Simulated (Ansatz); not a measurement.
Consider the formal hydrolysis of the Si–O bond: `O[Si](F)(O[SiH3])O[SiH3]` + H₂O → `O[Si](O)(F)O[SiH3]` + `O[SiH3]`.

Program: Ansatz. Geometries: PBE0-D4/def2-TZVP. ΔE: electronic, gas phase. CCSD(T)/CBS is the MP2 limit (def2-TZVPP, def2-QZVPP) plus CCSD(T) − MP2 in def2-TZVPP, frozen cores. This one scheme is used for every species. Functionals use def2-TZVPP. B3LYP here is the variant with VWN-RPA as its local correlation; programs differ in this. One conformer a species, not always the lowest.

```csv
level,ΔE (kJ/mol),difference from CCSD(T)/CBS
PBE-D4,15.2,-7.0
r2SCAN-D4,16.1,-6.1
PBE0-D4,18.3,-3.9
B3LYP-D4,21.8,-0.4
ωB97X-V,17.4,-4.8
ωB97M-V,17.1,-5.1
B2PLYP,15.8,-6.4
PBE,9.9,-12.3
r2SCAN,14.2,-8.0
PBE0,13.3,-8.9
B3LYP,13.6,-8.6
HF/def2-TZVPP,20.6,-1.6
MP2/def2-TZVPP,19.1,-3.1
SCS-MP2/def2-TZVPP,19.2,-3.0
CCSD/def2-TZVPP,20.1,-2.1
CCSD(T)/def2-TZVPP,19.7,-2.5
HF/def2-QZVPP,22.4,0.2
MP2/def2-QZVPP,21.1,-1.1
SCS-MP2/def2-QZVPP,21.1,-1.1
HF/CBS(def2),22.7,0.5
MP2/CBS(def2),21.5,-0.7
CCSD/CBS(def2),22.6,0.4
CCSD(T)/CBS,22.2,0
```

Largest T1 diagnostic among the species: 0.011.

From PBE to PBE0 (25 % exact exchange), in def2-TZVPP and without D4, ΔE moves by +3.4 kJ/mol. The D4 term adds +8.2 kJ/mol with B3LYP and +5.1 kJ/mol with PBE0; it sums over pairs of atoms, weighted by their polarisabilities, and B3LYP, whose exchange is more repulsive, gets the larger term.
